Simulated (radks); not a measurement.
Spherical quantum dot in the effective-mass picture: electrons in a hard-walled sphere of radius 2.67, with a point charge +1 (a donor) at the centre, all in effective atomic units (hartree* = m*/eps^2 hartree, bohr* = eps/m* bohr), one dielectric constant everywhere. Method: non-relativistic Kohn-Sham, LDA (Slater exchange, Perdew-Wang correlation), spin-polarised, spherical densities; computed with a radial shooting solver with Libxc functionals. Levels are named by radial order and angular momentum (1s, 1p, 1d, 2s, ...), and open shells are averaged over m.

N = 5, configuration 1s2 1p(up 3, down 0). This is the lowest configuration that the search found. Occupied and some empty levels:

level,occupation,eigenvalue (hartree*),<r> (bohr*)
1s up,1,2.2869,1.289
1s down,1,2.4229,1.269
1p up,3,3.0502,1.613
1p down,0,3.2068,1.614
1d up,0,3.9245,1.757
2s up,0,4.0760,1.284
1d down,0,4.0809,1.760
2s down,0,4.1769,1.296
1f up,0,4.9838,1.852
1f down,0,5.1362,1.856

Energy (hartree*): total 7.00846, kinetic 5.7318, external -4.0772, Hartree 7.5328, exchange-correlation -2.1789.
